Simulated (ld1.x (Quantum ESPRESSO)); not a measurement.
Ti (Z = 22), TM: configuration errors across variants

ld1.x (Quantum ESPRESSO) 7.5 input, shortened:

```
&input
   title='Ti', zed=22., rel=1, dft='PBESOL', iswitch=3,
   config='[Ar] 3d2 4s1.75 4p0.25'
 /
 &inputp
   pseudotype=2, tm=.true., lloc=-2, rcloc=2.85,
   nlcc=.true., new_core_ps=.true., rcore=1.30
 /
3
4S  1  0   1.75   0.00  2.75  2.75  0.0
4P  2  1   0.25   0.00  3.20  3.20  0.0
3D  3  2   2.00   0.00  1.65  1.65  0.0
 &test
   configts(1)='3d2 4s1.75 4p0.25'
 /
```

All-electron excitation energies from the reference (eV): (1) 3d2 4s2 4p0 -0.761; (2) 3d2 4s1 4p0 6.598; (3) 3d2 4s0 4p0 20.069; (4) 3d2 4s0 4p2 5.545; (5) 3d2 4s1.5 4p0 2.183; (6) 3d2 4s0 4p1 10.377; (7) 3d3 4s1 4p0 0.341.

Tests that are not counted but printed errors over 1 eV. “local potential all-electron potential smoothed inside 1.35 bohr (lloc = -1)”: 3d2 4s0 4p2 (solver errors, printed error -64.5 eV); 3d2 4s0 4p1 (solver errors, printed error -2.5 eV).

1 further variants failed, have other tests or another functional or relativity, and are left out.

A true bound ghost makes a file unfit for plane-wave use even where its test errors are small: the radial tests pick states by their node count and pass the ghost by. Where a test does run into it, the solver fails or the error is huge.

Errors AE − PS in meV (a dash: test not solved or not reliable):

```tsv
change	(1)	(2)	(3)	(4)	(5)	(6)	(7)	bound ghosts
base	-0.1	-4.4	-42	-9.4	-0.8	-10	-184	none
wave 4p (bound): rc 3.20 bohr becomes 4p (bound): rc 3.24 bohr	-0.1	-4.4	-42	-9.6	-0.8	-10	-184	none
wave 3d (bound): rc 1.65 bohr becomes 3d (bound): rc 1.82 bohr	-0.1	-4.1	-41	-9.2	-0.7	-9.4	-174	none
local potential all-electron potential smoothed inside 1.35 bohr (lloc = -1)	-0.1	-4.4	-39	–	-0.8	–	-138	s, p
core correction Bessel-smoothed model core inside 1.38 bohr	-0.1	-4.4	-42	-9.4	-0.8	-10	-184	none
```

(1) Give the same row for: type ultrasoft; waves now 4s (bound): rcut 2.40, rcutus 2.75 bohr; 4s channel at 0.5 Ry: rcut 2.40, rcutus 2.75 bohr; 4p (bound): rcut 2.80, rcutus 3.20 bohr; 4p channel at 4.65 Ry: rcut 2.80, rcutus 3.20 bohr; 3d (bound): rcut 1.45, rcutus 1.65 bohr; 3d channel at 3.6 Ry: rcut 1.45, rcutus 1.65 bohr; local potential all-electron potential smoothed inside 1.25 bohr (lloc = -1); augmentation PSQ, inside the norm-conserving radii.

Results:

(1) 0.0, -3.6, -29, -2.6, -0.6, -6.1, -132; bound ghosts: p, s.
